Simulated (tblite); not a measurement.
Compound: C6H4ClO2 (doublet state).
Z-matrix (Å and degrees, GFN2-xTB geometry), rows numbered from 1:
```
O 
C   1  1.2419
C   2  1.4333  1  126.29
C   3  1.3641  2  120.82  1   179.92
C   4  1.4078  3  120.64  2    -0.01
Cl  5  1.7107  4  118.90  3  -179.98
C   5  1.3893  4  121.78  3     0.04
C   7  1.3779  5  118.70  4    -0.01
O   8  1.3265  2  114.92  1     0.11
H   3  1.0786  2  117.89  1    -0.09
H   4  1.0793  3  120.60  2  -179.98
H   7  1.0782  5  121.21  4   179.98
H   9  0.9870  8  105.28  2     0.01
```

Calculated harmonic vibrations of the isolated species, GFN2-xTB (tblite), most abundant isotopes, no scaling. The method is semi-empirical: single wavenumbers can be off by several per cent or more. One conformer, not necessarily the lowest. Open shells enter through the occupations alone, without spin polarisation, and single modes of such species can be off by tens of per cent.

Harmonic wavenumbers (cm⁻¹): 104.9, 188.9, 233.5, 293.7, 295.8, 350.4, 410.8, 449.9, 529.9, 584.3, 638.2, 698.2, 707.8, 796.4, 805.2, 857.2, 892.3, 903.7, 1062.3, 1122.2, 1154.6, 1198.3, 1247.0, 1329.8, 1362.8, 1442.5, 1484.6, 1559.4, 1585.1, 3094.5, 3109.5, 3110.6, 3122.5.

A = 3236, B = 903.5, C = 706.3 MHz; mass 142.990 u (most abundant isotopes); point group Cs, symmetry number 1; spin multiplicity 2.

**Question.** Zero-point energy?

**Answer.** Half the sum of the wavenumbers: 18363 cm⁻¹ = 219.68 kJ/mol.

**Question.** What is S at 350 K and 1 bar for an ideal gas of classical rigid rotors and harmonic oscillators?

**Answer.** Translation 174.08, rotation 125.15, vibration 85.63, spin (R ln 2) 5.76: S = 390.6 J/(mol K).

**Question.** And Cp and H(350 K) − H(0)?

**Answer.** Cp = 145.43 J/(mol K), of which vibrations give 112.18 (their classical limit is 33 R = 274.4); H(350 K) − H(0) = 29.61 kJ/mol without the zero-point energy, 17.97 from vibrations.

**Question.** How do the functions run with temperature in this model?

**Answer.** 
```csv
T (K),S (J/(mol K)),Cp (J/(mol K)),H − H(0) (kJ/mol),G − H(0) (kJ/mol),ln q(vib)
150,300.6,74.8,7.37,-37.72,0.95
250,347.5,111.8,16.71,-70.17,2.42
298.15,368.7,128.6,22.50,-87.42,3.22
400,411.0,160.2,37.26,-127.15,5.01
600,485.1,204.4,74.08,-216.95,8.65
900,575.8,241.9,141.62,-376.63,13.87
```

q(vib) and H(0) count from the zero-point level.

**Question.** What must be added to the electronic energy to get the Gibbs energy at 350 K and 1 bar?

**Answer.** ZPE + [H(350 K) − H(0)] − T·S = 219.68 + 29.61 − 136.72 = 112.57 kJ/mol.

**Question.** Which modes carry the vibrational entropy at 350 K?

**Answer.** 104.9 cm⁻¹: 15.37; 188.9 cm⁻¹: 10.62; 233.5 cm⁻¹: 8.97; 293.7 cm⁻¹: 7.24; 295.8 cm⁻¹: 7.18; 350.4 cm⁻¹: 5.96 J/(mol K); the other 27 give 30.28 together.

Hindered rotation and anharmonicity are outside this model. Other conformers, if any are populated, would add a mixing term that is left out.
